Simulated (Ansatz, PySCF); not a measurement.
Gas-phase reaction (SMILES): SS (H2S2) -> 2 [SH] (HS); the S-S bond at the site shown breaks (other sites are not compared here).

Structures are relaxed separately at B3LYP-D3(BJ)/def2-TZVP in Ansatz (an electronic-structure program), one conformer each, not searched for the lowest. Cores are frozen in the correlated levels unless marked. UHF or UKS for open shells. Spin-orbit coupling is left out. No relativistic terms. CBS(X,Y): correlation extrapolated as X^-3; Hartree-Fock from the larger set. Thermal terms are rigid-rotor harmonic-oscillator values from B3LYP-D3(BJ) frequencies (PySCF) at 298.15 K and 1 atm. 1 Eh = 627.5095 kcal/mol.

```csv
species,"E, CCSD(T)/CBS(def2-TZVPPD,def2-QZVPPD) (Ansatz) (Eh)","E, wB97M-V/def2-TZVPD (Ansatz) (Eh)",H - E (Eh)
SS (H2S2),-796.73858,-797.56225,0.02260
[SH] (HS),-398.31568,-398.72687,0.00936
```

Q: Work out ΔE and ΔH at 298.15 K at the first level, then ΔH at the second.

A: 
1. ΔE = [2×(-398.31568)] - [(-796.73858)] = 0.10722 Eh = 67.3 kcal/mol at CCSD(T)/CBS(def2-TZVPPD,def2-QZVPPD).
2. The terms H - E add up to -0.00388 Eh, so ΔH = (0.10722 + (-0.00388))×627.5095 = 64.8 kcal/mol.
3. At wB97M-V/def2-TZVPD the same steps give ΔE = 68.1 and ΔH = 65.7 kcal/mol, a shift of +0.9 from the first level.
4. These values are not checked against measurement here, since the tables used lack a sound gas-phase enthalpy of formation for at least one species.
